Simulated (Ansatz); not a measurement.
Process, species as SMILES: [SiH3][SiH] (SiH-SiH3) (closed-shell singlet) → 4 H atom + 2 Si atom
B3LYP-D3(BJ)/def2-TZVP geometries, fixed; electronic energies without zero-point terms.

Basis-set convergence of the atomisation energy at B3LYP with Ansatz (an electronic-structure program). All functions are spherical. The program fits the integrals of some runs and decomposes those of others, by size. Open shells are unrestricted. No added dispersion term, no relativity. Functions are those of the species that has most. Reference: the value in aug-pcseg-3, 362.71 kcal/mol, itself unsure by roughly 0.26 kcal/mol (its mean distance from aug-cc-pV(Q+d)Z, cc-pV(5+d)Z, def2-QZVPPD). Deviations are taken from unrounded values. Cost is core time over that of aug-cc-pV(Q+d)Z, rough, on shared machines of one kind; a dash marks a row that isn't timed (too short, read off another run, short of memory, by another algorithm or on other hardware).

| basis | functions | atomisation energy (kcal/mol) | minus reference (kcal/mol) | cost |
|---|---|---|---|---|
| def2-SVP | 56 | 359.57 | -3.14 | - |
| def2-SVPD | 80 | 361.01 | -1.70 | - |
| aug-cc-pV(D+d)Z | 100 | 357.68 | -5.03 | - |
| 6-311++G(2d,2p) | 110 | 360.09 | -2.62 | - |
| pcseg-2 | 124 | 361.20 | -1.51 | - |
| def2-QZVPP | 260 | 362.67 | -0.04 | 0.6× |
| def2-QZVPPD | 284 | 362.70 | -0.01 | 0.7× |
| aug-cc-pV(Q+d)Z | 362 | 363.30 | 0.59 | 1× |
| cc-pV(5+d)Z | 420 | 362.88 | 0.17 | 4× |

Of the sets listed that have larger relatives (same family, alike in diffuse functions), none stays within 1 kcal/mol of the reference together with them. Inside, with no larger relative to test it: def2-QZVPP, def2-QZVPPD, aug-cc-pV(Q+d)Z, cc-pV(5+d)Z.
